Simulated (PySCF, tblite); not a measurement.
Species: C5H7FSi.
SMILES with atom numbers: `[CH:1]#[C:2][Si@@H:3]1[CH2:4][C@H:5]1[CH2:6][F:7]` (hydrogens: H8 on C1; H9 on Si3; H10, H11 on C4; H12 on C5; H13, H14 on C6)

Jobs on this species (14 atoms, 60 electrons) with PySCF (density fitting) and tblite. Hardware of each: Arm Neoverse N1, one thread, shared host. The host was shared with other jobs, so the times are rough.

| level and settings | work | basis functions | SCF cycles | wall time |
| --- | --- | --- | --- | --- |
| GFN2-xTB | L-BFGS relaxation | – | – | 0.61 s |
| wB97X-D/def2-SVPD | 8 singlets by full TDDFT, 3 Tamm–Dancoff triplets, polarisability | 203 | ? | ? |
| GFN2-xTB | Hessian by finite differences | – | – | 0.64 s |
| PBE0/pcSseg-1 | shieldings, ring-centre shieldings, charges and field gradients | 161 | 14 | 32 s |

Fill in the missing figures.

- wB97X-D/def2-SVPD; 8 singlets by full TDDFT, 3 Tamm–Dancoff triplets, polarisability: 62 s, 14 SCF cycles

What do all jobs in the table cost together?

About 95 s; the longest takes about 65 % of that, and about 100 times as long as the shortest.
